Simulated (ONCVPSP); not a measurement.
## Configuration tests for vanadium (ONCV)

* Element: V (Z = 23)
* Generator: ONCVPSP 4.0.1
* Type: optimised norm-conserving Vanderbilt (ONCV)
* Functional: LDA (Perdew-Zunger)
* Relativity: scalar-relativistic
* Frozen core: [Ar]
* Valence charge: 5
* Reference configuration: 3d3 4s1.5 4p0.5
* Partial waves: 4s: rc 2.45 bohr, ncon 3, nbas 7, qcut 3 1/bohr, 2 projectors, debl 1.5 Ha; 4p: rc 3.00 bohr, ncon 5, nbas 10, qcut 2.3 1/bohr, 2 projectors, debl 3.3 Ha; 3d: rc 1.90 bohr, ncon 4, nbas 9, qcut 7.7 1/bohr, 2 projectors, debl 0.9 Ha
* Local potential: polynomial inside 1.35 bohr (lpopt 5, dvloc0 2 Ha)
* Core correction: none

Energies are relative to the spin-unpolarised reference configuration 3d3 4s1.5 4p0.5; without spin polarisation the order of configurations can differ from experiment.

```
valence configuration  charge  ΔE all-electron (eV)  error AE − PS (meV)
          3d3 4s2 4p0       0                -1.681                 +1.1
          3d3 4s1 4p0      +1                 6.260                 +3.7
          3d3 4s0 4p0      +2                20.805                  +67
          3d2 4s2 4p0      +1                 9.537                 -6.8
```

Note: no bound ghost flagged; GHOST(+) flagged for s at 34.4 eV, p at 112.5 eV.
